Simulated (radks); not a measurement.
The numbers below are computed, except where a source is named.
Question: These are the eigenvalues of the occupied orbitals of an atom or ion with whole-number occupations (eV). Code: a radial shooting solver on a logarithmic mesh with Libxc functionals. Model: scalar-relativistic Kohn-Sham, PBEsol, spin-unpolarised, spherical densities, point nucleus.

1s: -45018.02
2s: -7330.575
2p: -6548.495
3s: -1608.440
3p: -1362.909
3d: -1026.268
4s: -329.9869
4p: -249.4211
4d: -135.6742
5s: -55.0833
5p: -35.7905
4f: -15.2170

Which element is it, and in what charge state? The configuration may be excited.

Answer: Z = 61, promethium, charge +2: Pm2+ in [Xe] 4f5. The list shows which subshells hold electrons but not how many an open one holds; the 1s level, -1654.4 hartree, gives Z - s = 57.5 by -(Z - s)^2/2, which with screening and relativity narrows Z to a few neighbours, and the depths of the outer levels then fix element, charge and occupations together.
